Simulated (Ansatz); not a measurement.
Br2Sb (SMILES [Br][Sb+][Br]), charge +1, singlet, geometry from GFN2-xTB (all electrons, no relativity); SVWN5/STO-3G (Ansatz, a first-principles code).

Input for Ansatz:
Ansatz 0.2 input:
```yaml
crystal:
  periodic: [false, false, false]
  atoms:
    - {symbol: Sb, position_ang: [0.80022647, 0.43653749, 0.25183252]}
    - {symbol: Br, position_ang: [-0.95108613, 1.05498921, -1.39399681]}
    - {symbol: Br, position_ang: [-0.21495815, -1.69108670, 1.02704085]}
basis:
  gaussian:
    orbitals: STO-3G
hamiltonian:
  xc: {name: SVWN5}
total_charge: 1
magnetization: {spin_polarized: true}
```

What the program printed (banner, timings and long lists left out):

```
Functional definition: SVWN5
627 factors; integrals over basis functions are off by at most 1.5e-5 eV
mean field evaluation 1: about -308353.4930 eV, gradient 1.6e1 eV
mean field evaluation 2: about -308332.9306 eV, gradient 4.0e1 eV
mean field evaluation 4: about -308357.1836 eV, gradient 1.5e-1 eV
mean field evaluation 8: about -308357.1805 eV, gradient 9.3e-3 eV
mean field evaluation 16: about -308353.8461 eV, gradient 8.6e0 eV
mean field evaluation 32: about -308355.0681 eV, gradient 1.7e0 eV
mean field -308357.18049765 eV, -11331.9173712849 hartree, gradient 9.0e-6 eV, S^2 0.000000; 6 other end points of the search recorded, 0 dependent functions left out
reference -308357.18051114 eV, -11331.9173717804 hartree; 60, 60 occupied and 3, 3 virtual orbitals, 627 factors
Total energy: -308357.18051114 eV, -11331.9173717804 hartree
```
